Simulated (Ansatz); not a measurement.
Si7PH16⁺, a doped cluster cut from the lattice of silicon (P on a surface site), relaxed as a singlet with RKS PBE0-D4/def2-SVP in Ansatz, starting from the GFN2-xTB geometry. Force threshold 0.03 eV/Å.

Start:

```tsv
atom	x (Å)	y (Å)	z (Å)
Si1	-2.010	1.479	-1.226
Si2	-0.300	-1.266	2.043
Si3	2.050	1.640	0.920
Si4	0.260	-1.651	-1.755
P5	0.029	2.110	-0.211
Si6	1.601	0.011	2.557
Si7	-1.609	-0.449	-2.513
Si8	-0.034	-2.778	0.275
H9	-2.389	2.800	-1.751
H10	-2.769	1.333	0.025
H11	-0.866	-1.823	3.272
H12	-1.281	-0.239	1.591
H13	2.463	3.028	1.178
H14	2.808	1.231	-0.272
H15	1.267	-0.581	-1.514
H16	0.807	-2.452	-2.851
H17	-0.427	3.151	0.573
H18	0.508	2.961	-1.187
H19	1.572	0.744	3.829
H20	2.843	-0.770	2.596
H21	-2.870	-1.192	-2.395
H22	-1.566	0.019	-3.904
H23	-1.202	-3.658	0.154
H24	1.112	-3.647	0.566
```

Problem. Estimate the energy that the relaxation releases and the steps that it takes.

Solution. 0.60 eV, in 17 steps; 5.6 min on 4 threads of AMD EPYC 7571 on a shared host. No frequencies were taken in this run, so the end may be a saddle point.

Problem. Does the start keep its bonding?

Solution. By distances, no bond broke or formed. The bond that changes most is Si1–P5, from 2.36 to 2.31 Å (atoms count from 1).

Problem. Predict the relaxed structure.

Solution. 
| atom | x (Å) | y (Å) | z (Å) |
| --- | --- | --- | --- |
| Si1 | -1.868 | 1.441 | -0.911 |
| Si2 | -0.421 | -1.347 | 2.051 |
| Si3 | 1.908 | 1.542 | 0.618 |
| Si4 | 0.380 | -1.732 | -1.748 |
| P5 | 0.036 | 2.574 | -0.257 |
| Si6 | 1.349 | 0.151 | 2.431 |
| Si7 | -1.357 | -0.295 | -2.414 |
| Si8 | -0.034 | -2.836 | 0.280 |
| H9 | -2.641 | 2.568 | -1.509 |
| H10 | -2.436 | 1.054 | 0.408 |
| H11 | -0.601 | -2.093 | 3.334 |
| H12 | -1.646 | -0.529 | 1.789 |
| H13 | 2.712 | 2.743 | 0.985 |
| H14 | 2.465 | 0.886 | -0.596 |
| H15 | 1.624 | -0.907 | -1.652 |
| H16 | 0.537 | -2.718 | -2.860 |
| H17 | -0.366 | 3.572 | 0.664 |
| H18 | 0.464 | 3.356 | -1.358 |
| H19 | 1.031 | 1.101 | 3.541 |
| H20 | 2.635 | -0.557 | 2.710 |
| H21 | -2.662 | -1.012 | -2.543 |
| H22 | -1.025 | 0.407 | -3.691 |
| H23 | -1.245 | -3.695 | 0.118 |
| H24 | 1.160 | -3.672 | 0.610 |
Bond lengths: 6 × Si–Si 2.35 Å; 2 × P–Si 2.31 Å; 14 × H–Si 1.49 to 1.50 Å; 2 × H–P 1.42 Å.
